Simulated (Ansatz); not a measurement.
Ansatz (a first-principles code) input file for I₂Mg, SMILES [I][Mg-][I], charge -1, multiplicity 2, PBE-D3(BJ)/def2-SVPD. 

Ansatz 0.2 input:
```yaml
crystal:
  periodic: [false, false, false]
  atoms:
    - {symbol: Mg, position_ang: [0.00000000, 0.00000000, 1.28203491]}
    - {symbol: I, position_ang: [0.00000000, 2.38411984, -0.14513603]}
    - {symbol: I, position_ang: [0.00000000, -2.38411984, -0.14513603]}
basis:
  gaussian:
    orbitals: def2-SVPD
hamiltonian:
  xc: pbe
  dispersion: d3bj
total_charge: -1
magnetization: {spin_polarized: true, initial_magnetization: 1}
relax: {f_tol: 0.002, max_steps: 200}
```

Log of the run:

```
WARN ansatz: RAYON_NUM_THREADS=1 ignored (pool sized by the plan → 1); use --threads N
Functional definition: PBE
integrals: 0.04 GiB planned
970 factors; their error is unknown
mean field: 0.30 GiB planned
mean field evaluation 1: about -21645.0209 eV, gradient 7.5e0 eV
mean field evaluation 2: about -21644.8705 eV, gradient 8.2e0 eV
mean field evaluation 4: about -21645.3994 eV, gradient 4.3e-1 eV
mean field evaluation 8: about -21645.3777 eV, gradient 3.5e-2 eV
mean field evaluation 16: about -21643.4482 eV, gradient 1.8e0 eV
mean field -21645.37771411 eV, -795.4529592294 hartree, gradient 2.3e-5 eV, S^2 0.751185; 0 other end points of the search recorded, 0 dependent functions left out
the calculation of the forces begins
reference -21645.37775718 eV, -795.4529608123 hartree; 32, 31 occupied and 59, 60 virtual orbitals, 970 factors
relax step   1: F+E_penalty+E_count = -21645.46453806 eV  Δ(F+E_penalty+E_count) = +0.000e0 eV  max|allowed force component| = 2.105e-2 eV/Å  Δτ_max = 0.0000 Å  (28 SCF iters, accepted)
these checks for a lower state are left out or cut short: starts, cluster_reference, orbital_swaps, neighbouring_geometries, increment
integrals: 0.04 GiB planned
970 factors; their error is unknown
mean field: 0.29 GiB planned
mean field -21645.37827722 eV, -795.4529799236 hartree, gradient 2.5e-5 eV, S^2 0.751189; 0 other end points of the search recorded, 0 dependent functions left out
the calculation of the forces begins
reference -21645.37832030 eV, -795.4529815067 hartree; 32, 31 occupied and 59, 60 virtual orbitals, 970 factors
relax step   2: F+E_penalty+E_count = -21645.46482035 eV  Δ(F+E_penalty+E_count) = -2.823e-4 eV  max|allowed force component| = 1.069e-2 eV/Å  Δτ_max = 0.0094 Å  (26 SCF iters, accepted)
these checks for a lower state are left out or cut short: starts, cluster_reference, orbital_swaps, neighbouring_geometries, increment
integrals: 0.04 GiB planned
970 factors; their error is unknown
mean field: 0.29 GiB planned
mean field -21645.37874409 eV, -795.4529970807 hartree, gradient 2.5e-5 eV, S^2 0.751195; 0 other end points of the search recorded, 0 dependent functions left out
the calculation of the forces begins
reference -21645.37878718 eV, -795.4529986641 hartree; 32, 31 occupied and 59, 60 virtual orbitals, 970 factors
relax step   3: F+E_penalty+E_count = -21645.46494328 eV  Δ(F+E_penalty+E_count) = -1.229e-4 eV  max|allowed force component| = 6.508e-4 eV/Å  Δτ_max = 0.0114 Å  (26 SCF iters, accepted)
integrals: 0.04 GiB planned
970 factors; their error is unknown
mean field: 0.29 GiB planned
mean field evaluation 32: about -21645.0231 eV, gradient 7.5e0 eV
mean field -21645.37874409 eV, -795.4529970807 hartree, gradient 2.5e-5 eV, S^2 0.751195; 1 other end points of the search recorded, 0 dependent functions left out
the calculation of the forces begins
reference -21645.37878718 eV, -795.4529986641 hartree; 32, 31 occupied and 59, 60 virtual orbitals, 970 factors
Total energy: -21645.46498637 eV, -795.4561664260 hartree
Atom 0 at     0.000000     0.000000     1.261389 Å, force     0.000000     0.000000     0.000427 eV/Å
Atom 1 at    -0.000000     2.402091    -0.134813 Å, force    -0.000000     0.000651    -0.000213 eV/Å
Atom 2 at     0.000000    -2.402091    -0.134813 Å, force    -0.000000    -0.000651    -0.000213 eV/Å
Dipole moment:    -0.000000    -0.000000    -0.194654 e Å
```

The run converged.
